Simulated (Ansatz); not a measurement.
Born–Oppenheimer molecular dynamics of AlBrCl₃H (6 atoms, charge 0, multiplicity 1). It starts at the highest image of a converged band, a first-order saddle point between two minima.

These are results of RKS B3LYP-D4/def2-SVP (Ansatz 0.2.0), not measurements.

```json
{
  "ensemble": "NVE (velocity Verlet)",
  "time step": "0.5 fs",
  "steps asked": "200",
  "starting velocities drawn for": "300 K",
  "seed": "10356"
}
```

First frame:

```xyz
6
Properties=species:S:1:pos:R:3
Al -0.356 0.435 -0.269
Cl 1.782 -0.308 -0.528
Cl -1.564 -0.093 -1.897
Cl -0.416 2.362 0.550
H 1.005 -1.113 0.645
Br -0.451 -1.283 1.500
```

How far do the bonds stretch over the last three quarters of this one trajectory? (Pairs bonded in most of those frames.)


| bond | mean (Å) | spread (Å) | shortest | longest |
| --- | --- | --- | --- | --- |
| Al1–Cl2 | 2.161 | 0.050 | 2.09 | 2.22 |
| Al1–Cl3 | 2.100 | 0.033 | 2.05 | 2.15 |
| Al1–Cl4 | 2.114 | 0.017 | 2.09 | 2.14 |
| Al1–Br6 | 2.666 | 0.140 | 2.43 | 2.89 |
| H5–Br6 | 1.465 | 0.041 | 1.40 | 1.55 |

Mean temperature of the second half: 547 K. The conserved energy stayed within 0.031 meV per atom of its start (net change 0.014 meV per atom), so the integration is sound. The kinetic energy rose, since the run started high on the potential surface and went downhill. A run of 0.1 ps of so small a system gives no equilibrium averages. The orbitals stay closed-shell, which can raise the energy where a bond breaks towards radicals; this wasn't checked here.

Time of the run: 9.3 min on 2 threads of Arm Neoverse V2 (shared host), peak memory 0.28 GiB.
